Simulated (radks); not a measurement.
Task: Species: the molybdenum ion Mo+. Configuration: [Kr] 4d5. Calculated with a radial shooting solver on a logarithmic mesh with Libxc functionals: Dirac Kohn-Sham, PBEsol, spin-unpolarised, spherical densities, finite nucleus; open shells are shared between the two j in proportion to 2j + 1; Fermi nuclear charge, rms radius 4.4091 fm. Some entries of the table are withheld. Estimate them.

orbital  occ.  eigenvalue (eV)  <r^2> (bohr^2)  r(max) (bohr)
1s1/2       2              (1)        0.001670        0.02288
2s1/2       2        -2802.725         0.02782         0.1298
2p1/2       2        -2579.416         0.02100            (2)
2p3/2       4        -2472.957         0.02237            (3)
3s1/2       2        -482.3584          0.2110         0.3840
3p1/2       2        -397.3842          0.2091         0.3711
3p3/2       4        -379.8507          0.2194         0.3805
3d3/2       4              (4)          0.2057         0.3208
3d5/2       6              (5)          0.2090         0.3236
4s1/2       2         -71.0200             (6)         0.9891
4p1/2       2         -46.9312           1.703          1.055
4p3/2       4         -44.4438           1.793          1.080
4d3/2       2         -10.5449           4.315          1.377
4d5/2       3         -10.3289           4.422          1.390

Result: 
(1) 1s1/2 eigenvalue (eV): -19806.84
(2) 2p1/2 r(max) (bohr): 0.1010
(3) 2p3/2 r(max) (bohr): 0.1048
(4) 3d3/2 eigenvalue (eV): -229.4756
(5) 3d5/2 eigenvalue (eV): -226.1549
(6) 4s1/2 <r^2> (bohr^2): 1.394
